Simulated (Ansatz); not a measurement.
Results of the Gaussian-basis code of Ansatz.

C5H8Cl2Si2, SMILES `C=C[Si@H](Cl)C#C[Si@H](C)Cl`. The species carries charge 0 and has multiplicity 1. All single points use the PBE0-D4/def2-TZVP geometry. It is one conformer, not always the lowest.

```xyz
17

C    -3.042    2.784    0.421
C    -2.201    2.090   -0.340
Si   -0.385    2.109   -0.023
Cl    0.621    2.908   -1.628
C     0.247    0.417    0.220
C     0.639   -0.720    0.386
Si    1.269   -2.418    0.607
C     2.518   -2.819   -0.700
Cl   -0.325   -3.711    0.471
H    -4.115    2.777    0.252
H    -2.694    3.392    1.252
H    -2.594    1.494   -1.161
H    -0.085    2.934    1.169
H     1.820   -2.541    1.975
H     2.075   -2.727   -1.693
H     3.364   -2.130   -0.632
H     2.887   -3.840   -0.575
```

(1) What is the dipole moment at ωB97M-V/def2-TZVPP? (Estimate.)

(2) And with PBE, r2SCAN, B3LYP? (Best estimate.)

(3) Give the Mulliken charges with ωB97M-V, PBE, B3LYP in def2-TZVPP. (An estimate is asked.)

## Answers

(1) The calculation gave: 0.40 D, with components (-0.09, 0.19, 0.34) D in this frame, pointing from negative to positive charge.

(2) The calculation gave: PBE 0.28 D, r2SCAN 0.34 D, B3LYP 0.40 D.

(3) The calculation gave: 
| atom | ωB97M-V | PBE | B3LYP |
| --- | --- | --- | --- |
| C1 | -0.17 | -0.16 | -0.18 |
| C2 | -0.24 | -0.15 | -0.20 |
| Si3 | 0.51 | 0.47 | 0.57 |
| Cl4 | -0.21 | -0.22 | -0.25 |
| C5 | -0.21 | -0.16 | -0.19 |
| C6 | -0.20 | -0.14 | -0.17 |
| Si7 | 0.49 | 0.46 | 0.55 |
| C8 | -0.43 | -0.37 | -0.38 |
| Cl9 | -0.22 | -0.23 | -0.25 |
| H10 | 0.12 | 0.10 | 0.12 |
| H11 | 0.10 | 0.09 | 0.10 |
| H12 | 0.11 | 0.09 | 0.10 |
| H13 | -0.03 | -0.07 | -0.08 |
| H14 | -0.02 | -0.06 | -0.07 |
| H15 | 0.13 | 0.12 | 0.12 |
| H16 | 0.13 | 0.12 | 0.11 |
| H17 | 0.13 | 0.12 | 0.11 |

B3LYP here is the variant with VWN-RPA as its local correlation; programs differ in this.
